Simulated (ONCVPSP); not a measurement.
Pseudopotential generation for As: ONCV, BLYP, non-relativistic.

* Element: As
* Generator: ONCVPSP 4.0.1
* Type: optimised norm-conserving Vanderbilt (ONCV)
* Functional: BLYP
* Relativity: non-relativistic
* Frozen core: [Ne]
* Valence charge: 23
* Reference configuration: 3s2 3p6 3d10 4s2 4p2 (charge +1)
* Partial waves: 3s+4s: rc 0.90 bohr, ncon 4, nbas 7, qcut 10.9 1/bohr, 2 projectors; 3p+4p: rc 0.85 bohr, ncon 4, nbas 9, qcut 17.1 1/bohr, 2 projectors; 3d: rc 0.85 bohr, ncon 5, nbas 10, qcut 19.4 1/bohr, local
* Local potential: the d channel
* Core correction: Teter function fitted to the true core (icmod 2), fcfact 0.65

All-electron outer shells of the reference configuration (BLYP, non-relativistic, ld1.x):

```json
{"shell": "2s", "level (eV)": "-1456.98", "outermost node (bohr)": "0.06", "outermost maximum (bohr)": "0.17"}
{"shell": "2p", "level (eV)": "-1304.22", "outermost node (bohr)": "–", "outermost maximum (bohr)": "0.14"}
{"shell": "3s", "level (eV)": "-193.31", "outermost node (bohr)": "0.25", "outermost maximum (bohr)": "0.53"}
{"shell": "3p", "level (eV)": "-141.76", "outermost node (bohr)": "0.22", "outermost maximum (bohr)": "0.52"}
{"shell": "3d", "level (eV)": "-51.32", "outermost node (bohr)": "–", "outermost maximum (bohr)": "0.47"}
{"shell": "4s", "level (eV)": "-22.78", "outermost node (bohr)": "0.75", "outermost maximum (bohr)": "1.61"}
{"shell": "4p", "level (eV)": "-13.25", "outermost node (bohr)": "0.78", "outermost maximum (bohr)": "1.90"}
```

**Question.** Estimate the cutoffs (Ha) at which the residual kinetic energy of the hardest occupied pseudo-wave falls to 1 and 0.1 mHa per electron.

**Answer.** 154 Ha and 171 Ha.

**Question.** Does the potential have ghost states?

**Answer.** No bound ghost flagged; GHOST(+) flags only above 600 eV.

**Question.** Which valence shell sets the plane-wave cutoff?

**Answer.** 3d: 154 Ha for 1 mHa per electron, against 62 Ha for 3p.

**Question.** Tests: 3s2 3p6 3d10 4s2 4p3; 3s2 3p6 3d10 4s2 4p1; 3s2 3p6 3d10 4s2 4p0; 3s2 3p6 3d10 4s2 4p2.5. Which has the largest error in its energy relative to the reference configuration, and how large is it?

**Answer.** 3s2 3p6 3d10 4s2 4p0, with +0.4 meV (all-electron minus pseudo) on +45.57 eV.
